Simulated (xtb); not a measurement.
thulium atom (Tm), doublet (GFN-xTB shapes and energies of metal compounds can be far from the true ones) (GFN-xTB holds the 4f electrons in the core, so unpaired electrons go into valence orbitals and the state isn't the physical one); xtb with GFN2-xTB.

Here is a job for xtb.
```
$ xtb mol.xyz --gfn 2 --uhf 1 --etemp 10000 --json

# file mol.xyz
1

Tm     0.00000000     0.00000000     0.00000000
```

### Question
Predict the main parts of the log of this xtb run.

### Answer

```
   ID    Z sym.   atoms
    1   69 Tm     1

           -------------------------------------------------
          |                Calculation Setup                |
           -------------------------------------------------

           -------------------------------------------------
          |                 G F N 2 - x T B                 |
           -------------------------------------------------

          ...................................................
          :                      SETUP                      :
          :.................................................:
          :  # basis functions                  10          :
          :  # atomic orbitals                   9          :
          :  # shells                            3          :
          :  # electrons                         3          :
          :  max. iterations                   250          :
          :  Hamiltonian                  GFN2-xTB          :
          :  restarted?                      false          :
          :  GBSA solvation                  false          :
          :  PC potential                    false          :
          :  electronic temp.        10000.0000000     K    :
          :  accuracy                    1.0000000          :
          :  -> integral cutoff          0.2500000E+02      :
          :  -> integral neglect         0.1000000E-07      :
          :  -> SCF convergence          0.1000000E-05 Eh   :
          :  -> wf. convergence          0.1000000E-03 e    :
          :  Broyden damping             0.4000000          :
          :  net charge                          0          :
          :  unpaired electrons                  1          :
          ...................................................

 iter      E             dE          RMSdq      gap      omega  full diag
   1     -0.9604237 -0.960424E+00  0.127E+01    0.00       0.0  T
   2     -0.9604240 -0.293114E-06  0.101E+01    0.00       0.0  T
   3     -0.9604247 -0.721216E-06  0.780E+00    0.00       0.0  T
   4     -0.9604256 -0.853837E-06  0.573E+00    0.00       0.0  T
   5     -0.9604263 -0.731907E-06  0.399E+00    0.00       0.0  T
   6     -0.9604268 -0.488822E-06  0.259E+00    0.00       0.0  T
   7     -0.9604270 -0.257397E-06  0.155E+00    0.00       0.0  T
   8     -0.9604271 -0.105383E-06  0.829E-01    0.00       0.0  T
   9     -0.9604272 -0.311719E-07  0.414E-01    0.00       0.0  T
[...]
         :: total energy              -0.960427188276 Eh    ::
[...]

         #    Occupation            Energy/Eh            Energy/eV
      -------------------------------------------------------------
         1        1.2602           -0.3953644             -10.7584
         2        0.3471           -0.3246690              -8.8347 (HOMO)
         3        0.3471           -0.3246690              -8.8347 (LUMO)
         4        0.3471           -0.3246690              -8.8347
         5        0.3471           -0.3246690              -8.8347
         6        0.3471           -0.3246690              -8.8347
         7        0.0014           -0.1431950              -3.8965
         8        0.0014           -0.1431950              -3.8965
         9        0.0014           -0.1431950              -3.8965
      -------------------------------------------------------------
                  HL-Gap            0.0000000 Eh            0.0000 eV
             Fermi-level           -0.3772170 Eh          -10.2646 eV

     #   Z          covCN         q      C6AA      α(0)
     1  69 Tm       0.000    -0.000  2543.559   164.874

 Mol. C6AA /au·bohr⁶  :       2543.559058
 Mol. C8AA /au·bohr⁸  :     544966.633927
 Mol. α(0) /au        :        164.874479

Wiberg/Mayer (AO) data.
largest (>0.10) Wiberg bond orders for each atom

 ---------------------------------------------------------------------------
     #   Z sym  total        # sym  WBO       # sym  WBO       # sym  WBO
 ---------------------------------------------------------------------------
     1  69 Tm   0.000
 ---------------------------------------------------------------------------

molecular dipole:
                 x           y           z       tot (Debye)
 q only:        0.000       0.000       0.000
   full:        0.000       0.000       0.000       0.000
molecular quadrupole (traceless):
                xx          xy          yy          xz          yz          zz
 q only:        0.000       0.000       0.000       0.000       0.000       0.000
  q+dip:        0.000       0.000       0.000       0.000       0.000       0.000
   full:       -0.000       0.000      -0.000      -0.000      -0.000       0.000

           -------------------------------------------------
          | TOTAL ENERGY               -0.960427188276 Eh   |
          | GRADIENT NORM               0.000000000000 Eh/α |
          | HOMO-LUMO GAP               0.000000000000 eV   |
           -------------------------------------------------

normal termination of xtb
```
